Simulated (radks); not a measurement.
Q: The mean radii <r> (bohr) of the occupied orbitals of an atom or ion are listed with their occupations. Method: scalar-relativistic Kohn-Sham, PBE, spin-polarised, spherical densities, finite nucleus; Fermi nuclear charge, rms radius of each element as measured or else 0.836 A^(1/3) + 0.57 fm; computed with a radial shooting solver on a logarithmic mesh with Libxc functionals.

| orbital | occ. | <r> |
|---|---|---|
| 1s up | 1 | 0.01713 |
| 1s down | 1 | 0.01713 |
| 2s up | 1 | 0.07094 |
| 2s down | 1 | 0.07098 |
| 2p up | 3 | 0.06358 |
| 2p down | 2 | 0.06363 |

Name the element and its charge. Open shells, if any, are filled with parallel spins first.

A: Z = 78, platinum, charge +69: Pt69+ in [He] 2s2 2p5. The 1s radius gives Z: for a bare nucleus <r> = (2 gamma + 1)/(2Z) with gamma = sqrt(1 - (Z/c)^2), 0.01695 bohr for Z = 78, and screening makes it slightly larger (0.01713 here). The occupations add up to 9, and the charge is Z minus that.
